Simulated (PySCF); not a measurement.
Simulation results for B$_{2}$ClGeH$_{3}$, CH$_{5}$BClGe, BClGeH$_{4}$Si, BCl$_{2}$GeH$_{2}$

Computed with PySCF 2.14.0. Calculation on a computer-drawn molecule: optimised geometry and harmonic frequencies of an isolated molecule of the commonest isotopes, restricted reference for singlets and unrestricted otherwise, frozen core in MP2; on germanium a core potential holds 10 electrons, which the energies leave out, and 3d is frozen in MP2 and coupled-cluster steps.

Common to all runs: method HF; basis cc-pV(D+d)Z; basis and core potential on germanium cc-pVDZ-PP ECP10MDF.

(1) B$_{2}$ClGeH$_{3}$

Start structure:
```xyz
7
B2ClGeH3
Cl    -1.9021    -0.9551    -0.0423
B     -1.9141    -0.2131    -1.6233
B     -3.1310     0.6914    -1.7787
Ge    -2.7246     1.3069     0.2029
H     -0.8530    -0.1841    -2.1674
H     -4.1498     0.9467    -2.3059
H     -1.2164     1.9041     0.0518
```

* charge: 0
* multiplicity: 1
* rotational constants: 13.06, 0.9916, 0.9502 GHz
* total energy: -803.9708 hartree
* convergence status largest gradient component: 4.101e-05 hartree/bohr

Drawn bonds:
```
atom  other atom  order
   1           2      1
   2           3      1
   3           4      1
   2           5      1
   3           6      1
   4           7      1
```

Optimised structure:
```xyz
7
B2ClGeH3
Cl    -2.1947    -2.1682    -0.9158
B     -1.8004    -0.5551    -1.5495
B     -2.8169     0.7382    -1.2029
Ge    -2.7710     1.9781     0.4782
H     -0.7929    -0.4765    -2.1895
H     -3.7014     1.0061    -1.9794
H     -1.8137     2.9742    -0.3039
```

Modes:
```
frequency (cm⁻¹)  reduced mass (dalton)
           65.61                  14.95
           175.4                  2.601
           183.7                  1.735
           357.4                  1.557
             450                  2.843
             475                  1.222
           657.3                  1.139
           728.3                  2.899
           838.7                  2.023
           920.5                   1.71
           975.5                  1.867
            1158                  1.941
            1987                  1.021
            2657                  1.089
            2739                  1.093
```

(2) CH$_{5}$BClGe

Start structure:
```xyz
9
CH5BClGe
Cl    -1.6791     2.2384     0.2606
B     -1.7904     0.8996     1.3341
C     -0.5893     0.0106     1.2009
Ge     0.7706     0.3868    -0.0708
H     -2.7007     0.7867     2.0757
H     -0.4076    -0.8757     1.8320
H      0.2215     0.4073    -1.4843
H      1.8342    -0.6358    -0.1128
H      1.3906     1.7096     0.1265
```

- charge: 0
- multiplicity: 2
- rotational constants: 8.583, 1.417, 1.235 GHz
- total energy: -818.3473 hartree
- spin squared: 0.7592
- convergence status largest gradient component: 3.277e-05 hartree/bohr

Drawn bonds:
```
atom  other atom  order
   1           2      1
   2           3      1
   3           4      1
   2           5      1
   3           6      1
   4           7      1
   4           8      1
   4           9      1
```

Optimised structure:
```xyz
9
CH5BClGe
Cl    -2.0730     2.3999     0.3616
B     -1.8183     0.9407     1.3454
C     -0.5664     0.0682     1.1435
Ge     0.8739     0.3563    -0.1555
H     -2.6652     0.6949     2.1500
H     -0.4639    -0.8027     1.7886
H      0.3053     0.3611    -1.5753
H      1.8898    -0.7820    -0.0183
H      1.5677     1.6912     0.1219
```

Modes:
```
frequency (cm⁻¹)  reduced mass (dalton)
           71.81                  1.074
           103.4                  12.97
           113.3                  1.983
           418.8                  3.499
           489.5                  1.084
           547.5                  2.881
           647.7                  1.253
           680.2                  1.824
           809.8                  3.371
           864.6                  1.661
           919.5                  1.058
           962.7                   1.02
           965.9                   1.02
            1041                   1.24
            1243                  1.602
            1303                  2.324
            2223                  1.023
            2228                  1.024
            2247                  1.012
            2759                  1.095
            3288                  1.086
```

(3) BClGeH$_{4}$Si

Start structure:
```xyz
8
BClGeH4Si
Cl    -2.0227     1.7679    -1.5297
B     -1.3349     0.3546    -0.6556
Si     0.5854     0.4305    -0.4618
Ge    -0.0330     1.0552    -2.8418
H     -2.0525    -0.5834    -0.6584
H      1.3779    -0.8021    -0.0372
H      1.1865     1.5585    -0.0023
H     -0.8435    -0.2569    -3.2184
```

- charge: 0
- multiplicity: 1
- rotational constants: 5.263, 0.8892, 0.7998 GHz
- total energy: -1068.8230 hartree
- convergence status largest gradient component: 2.621e-05 hartree/bohr

Drawn bonds:
```
atom  other atom  order
   1           2      1
   2           3      1
   3           4      1
   2           5      1
   3           6      1
   3           7      1
   4           8      1
```

Optimised structure:
```xyz
8
BClGeH4Si
Cl    -2.5274     1.9623    -0.4361
B     -1.5811     0.4655    -0.4859
Si     0.4208     0.5314    -0.8117
Ge     0.8632     0.6436    -3.2651
H     -2.2114    -0.5453    -0.3954
H      1.0670    -0.7288    -0.3484
H      1.0531     1.6705    -0.1010
H     -0.2210    -0.4748    -3.5617
```

Modes:
```
frequency (cm⁻¹)  reduced mass (dalton)
           28.84                  14.88
           121.5                  2.339
           138.2                  1.134
           199.1                  4.301
           303.7                   6.13
           404.1                  1.251
           545.7                  1.962
           607.7                  1.146
           717.9                  1.728
           755.7                  1.204
           828.7                  1.381
           865.8                  3.043
            1010                  1.052
            1122                  1.348
            1996                  1.021
            2262                   1.04
            2294                  1.041
            2750                  1.093
```

(4) BCl$_{2}$GeH$_{2}$

Start structure:
```xyz
6
BCl2GeH2
Cl    -2.3552     1.4491    -3.4262
B     -1.9957     1.0283    -2.0031
Ge    -1.5151     0.7257     0.0448
Cl    -2.1776     2.4172     1.0285
H     -0.0770     0.4527     0.1623
H     -2.2965    -0.5139     0.4576
```

* charge: 1
* multiplicity: 1
* rotational constants: 4.96, 1.128, 0.9303 GHz
* total energy: -1238.0014 hartree
* convergence status largest gradient component: 4.664e-05 hartree/bohr

Drawn bonds:
```
atom  other atom  order
   1           2      1
   2           3      1
   3           4      1
   3           5      1
   3           6      1
```

Optimised structure:
```xyz
6
BCl2GeH2
Cl    -2.3703     1.4576    -3.4810
B     -1.9840     1.0656    -1.9572
Ge    -1.5078     0.6392     0.1029
Cl    -2.1831     2.4475     0.9952
H     -0.0049     0.4971     0.1371
H     -2.3670    -0.5479     0.4669
```

Modes:
```
frequency (cm⁻¹)  reduced mass (dalton)
           69.78                  26.49
           208.2                  3.691
           272.9                  28.74
           323.9                  11.74
           468.1                  39.21
             542                  1.264
           677.3                  1.077
           795.4                  1.047
           911.7                  1.022
            1244                  12.36
            2333                  1.014
            2344                  1.027
```
